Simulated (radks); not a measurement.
Results of a calculation; reference values are marked as such.
Excited configurations of the gold ion Au77+: one electron is placed in a higher orbital outside 1s1. The ground configuration is [He]. Code: a radial shooting solver on a logarithmic mesh with Libxc functionals. Model: Dirac Kohn-Sham, LDA (Slater exchange, Perdew-Wang correlation), spin-unpolarised, spherical densities, finite nucleus; open shells fill j = l - 1/2 first; Fermi nuclear charge, rms radius 5.4371 fm. Excitation = E - E(ground); binding = E(ion) - E, where the ion is the core of charge +78; n* = 78/sqrt(2 binding) in atomic units. These energies are relativistic, and a one-electron ion of charge +78 with no core already has n* below n in this formula (Dirac formula, point nucleus: 2p1/2 1.887, 3s1/2 2.865, 4p1/2 3.854, 4d3/2 3.948, 4f5/2 3.976, 7s1/2 6.840, 7p1/2 6.840, 7d3/2 6.935, 7f5/2 6.963).

| outer orbital | excitation (eV) | binding (eV) | n* | eigenvalue (eV) | <r> (bohr) |
|---|---|---|---|---|---|
| 2p1/2 | 68622 | 23279 | 1.886 | -23085 | 0.05419 |
| 3s1/2 | 81773 | 10128.3 | 2.859 | -10066.9 | 0.1556 |
| 4p1/2 | 86320 | 5581.5 | 3.851 | -5546.9 | 0.2707 |
| 4d3/2 | 86599 | 5302.5 | 3.951 | -5266.9 | 0.2601 |
| 4f5/2 | 86679 | 5222.0 | 3.981 | -5180.6 | 0.2265 |
| 7s1/2 | 90128 | 1772.7 | 6.833 | -1762.7 | 0.8961 |
| 7p1/2 | 90130 | 1771.1 | 6.836 | -1761.1 | 0.8841 |
| 7d3/2 | 90181 | 1720.4 | 6.937 | -1710.4 | 0.8849 |
| 7f5/2 | 90195 | 1705.7 | 6.966 | -1695.4 | 0.8545 |

The Delta-SCF ionisation energy is 91901 eV (NIST Atomic Spectra Database: 91515.8 eV, theoretical). Self-interaction in the functional shifts the binding energies and quantum defects, so they are the method's values and not measured ones. Spin polarisation and multiplet splitting are left out, so open shells lie too high by an amount that depends on their filling.

Beside tabulated values, note that spin-unpolarised runs miss the spin-polarisation part of the exchange energy of open shells.
